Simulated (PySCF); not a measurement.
**Broadened absorption spectrum of C8H8**

Compound: C8H8.
Numbering: `[CH3:1][C:2]#[C:3]/[CH:4]=[C:5]1[CH:6]=[C:7]\1[CH3:8]` (hydrogens: H9, H10, H11 on C1; H12 on C4; H13 on C6; H14, H15, H16 on C8)

Computed, not measured: PySCF, TDDFT B3LYP/def2-SVPD, vertical, gas phase, core orbitals frozen in the response. Geometry: GFN2-xTB; no solvent, vibrations or thermal averaging.

Computed states:

```csv
state,E (eV),f
S1,3.77,0.0099
S2,4.67,0.0002
S3,5.21,0.0010
S4,5.29,0.0000
S5,5.45,0.580
S6,5.56,0.0021
S7,5.72,0.0067
S8,5.91,0.0003
```

Each state is given a Gaussian of 0.4 eV full width at half maximum, with ε(max) = 2.175×10⁸ f / Δν̃ (Δν̃ the width in cm⁻¹). The width is an assumption, not a result. The curve ends short of the highest state used, and states not computed would add to its high-energy end.

Problem. What does the envelope look like, and where are its maxima?

Solution. 
| E (eV) | ε (L mol⁻¹ cm⁻¹) |
| --- | --- |
| 3.17 | 1 |
| 3.21 | 3 |
| 3.25 | 6 |
| 3.29 | 11 |
| 3.33 | 22 |
| 3.37 | 39 |
| 3.41 | 67 |
| 3.45 | 108 |
| 3.49 | 164 |
| 3.52 | 217 |
| 3.56 | 301 |
| 3.60 | 394 |
| 3.64 | 488 |
| 3.68 | 572 |
| 3.72 | 634 |
| 3.76 | 666 |
| 3.80 | 661 |
| 3.83 | 633 |
| 3.87 | 571 |
| 3.91 | 486 |
| 3.95 | 392 |
| 3.99 | 299 |
| 4.03 | 216 |
| 4.07 | 147 |
| 4.11 | 95 |
| 4.15 | 58 |
| 4.18 | 39 |
| 4.22 | 22 |
| 4.26 | 12 |
| 4.30 | 7 |
| 4.34 | 5 |
| 4.38 | 4 |
| 4.42 | 5 |
| 4.46 | 6 |
| 4.49 | 7 |
| 4.53 | 9 |
| 4.57 | 11 |
| 4.61 | 12 |
| 4.65 | 14 |
| 4.69 | 15 |
| 4.73 | 18 |
| 4.77 | 25 |
| 4.80 | 38 |
| 4.84 | 72 |
| 4.88 | 149 |
| 4.92 | 305 |
| 4.96 | 605 |
| 5.00 | 1148 |
| 5.04 | 2074 |
| 5.08 | 3555 |
| 5.12 | 5776 |
| 5.15 | 8023 |
| 5.19 | 11856 |
| 5.23 | 16588 |
| 5.27 | 21970 |
| 5.31 | 27541 |

Maxima: 329 nm (3.77 eV), ε about 670, made up of S1 (100%) (ε in L mol⁻¹ cm⁻¹; maxima over ε = 5, shares over 10%). At its high-energy end, 5.31 eV, the curve is still rising (ε about 28000, from S5).

Problem. Does any computed singlet lie in the visible range?

Solution. No computed singlet lies in the visible range (380 to 750 nm); the lowest, at 328 nm, stands 0.51 eV above its violet end (3.26 eV); a Tamm–Dancoff triplet lies at 403 nm, without intensity as long as spin–orbit coupling is left out.

Problem. What would ε be at 3.77 eV, the highest of these maxima, with half the width (0.2 eV)?

Solution. About 1330 L mol⁻¹ cm⁻¹ against 668, a factor of about 2.00; a lone state at its own centre would give exactly 2.

Problem. Coming from long wavelengths, where does ε first pass 100 L mol⁻¹ cm⁻¹?

Solution. At about 360 nm (3.44 eV), 0.33 eV below S1.
